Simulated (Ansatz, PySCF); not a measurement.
C2H5Cl3Sn, SMILES [CH2](C)[Sn]([Cl])([Cl])[Cl]. Atoms are numbered in the order given.

```xyz
11

C     -3.0150    -0.5652     0.1115
C     -2.1380     0.6457    -0.1911
Sn    -0.0433     0.1398    -0.0179
Cl     0.4997    -1.6130    -1.4999
Cl     1.4248     1.9256    -0.4663
Cl     0.4326    -0.6398     2.1568
H     -2.8169    -1.3925    -0.5873
H     -2.8498    -0.9387     1.1339
H     -4.0809    -0.2979     0.0207
H     -2.2971     1.4794     0.5092
H     -2.2644     1.0244    -1.2165
```
Charge 0, spin multiplicity 1.

Geometry: B3LYP-D3(BJ)/def2-SVP. The def2 effective core potentials stand for the cores of Sn; spin–orbit coupling is left out. One conformer was computed; it need not be the lowest.

Two levels are set side by side: PBE-D3(BJ)/def2-SVP (Ansatz, a program for electronic structure) and B3LYP-D3(BJ)/def2-SVP (Ansatz). Each level has its own optimised geometry; the coordinates shown are those of the second. Frequencies come from the Hessian of PySCF at each geometry. Differences are taken from unrounded values.

```json
[
 {"quantity": "mean bond length (Å)", "B3LYP-D3(BJ)": "1.626", "PBE-D3(BJ)": "1.633", "PBE-D3(BJ) minus B3LYP-D3(BJ)": "0.007"},
 {"quantity": "bond C1–C2 (Å)", "B3LYP-D3(BJ)": "1.525", "PBE-D3(BJ)": "1.525", "PBE-D3(BJ) minus B3LYP-D3(BJ)": "-0.001"},
 {"quantity": "bond C2–Sn3 (Å)", "B3LYP-D3(BJ)": "2.162", "PBE-D3(BJ)": "2.170", "PBE-D3(BJ) minus B3LYP-D3(BJ)": "0.008"},
 {"quantity": "bond Sn3–Cl4 (Å)", "B3LYP-D3(BJ)": "2.359", "PBE-D3(BJ)": "2.366", "PBE-D3(BJ) minus B3LYP-D3(BJ)": "0.007"},
 {"quantity": "bond Sn3–Cl5 (Å)", "B3LYP-D3(BJ)": "2.355", "PBE-D3(BJ)": "2.362", "PBE-D3(BJ) minus B3LYP-D3(BJ)": "0.007"},
 {"quantity": "bond Sn3–Cl6 (Å)", "B3LYP-D3(BJ)": "2.359", "PBE-D3(BJ)": "2.366", "PBE-D3(BJ) minus B3LYP-D3(BJ)": "0.007"},
 {"quantity": "bond C1–H7 (Å)", "B3LYP-D3(BJ)": "1.101", "PBE-D3(BJ)": "1.109", "PBE-D3(BJ) minus B3LYP-D3(BJ)": "0.008"},
 {"quantity": "bond C1–H8 (Å)", "B3LYP-D3(BJ)": "1.101", "PBE-D3(BJ)": "1.109", "PBE-D3(BJ) minus B3LYP-D3(BJ)": "0.008"},
 {"quantity": "bond C1–H9 (Å)", "B3LYP-D3(BJ)": "1.103", "PBE-D3(BJ)": "1.110", "PBE-D3(BJ) minus B3LYP-D3(BJ)": "0.008"},
 {"quantity": "bond C2–H10 (Å)", "B3LYP-D3(BJ)": "1.100", "PBE-D3(BJ)": "1.108", "PBE-D3(BJ) minus B3LYP-D3(BJ)": "0.008"},
 {"quantity": "bond C2–H11 (Å)", "B3LYP-D3(BJ)": "1.100", "PBE-D3(BJ)": "1.108", "PBE-D3(BJ) minus B3LYP-D3(BJ)": "0.008"},
 {"quantity": "highest harmonic wavenumber (cm⁻¹)", "B3LYP-D3(BJ)": "3140", "PBE-D3(BJ)": "3084", "PBE-D3(BJ) minus B3LYP-D3(BJ)": "-56"},
 {"quantity": "mean harmonic wavenumber (cm⁻¹)", "B3LYP-D3(BJ)": "1111", "PBE-D3(BJ)": "1082", "PBE-D3(BJ) minus B3LYP-D3(BJ)": "-29"},
 {"quantity": "zero-point energy (kcal/mol)", "B3LYP-D3(BJ)": "42.88", "PBE-D3(BJ)": "41.77", "PBE-D3(BJ) minus B3LYP-D3(BJ)": "-1.11"}
]
```

GGA bonds tend to be longer and softer than those of functionals with exact exchange. Differences between two approximate levels are no errors against the true value.
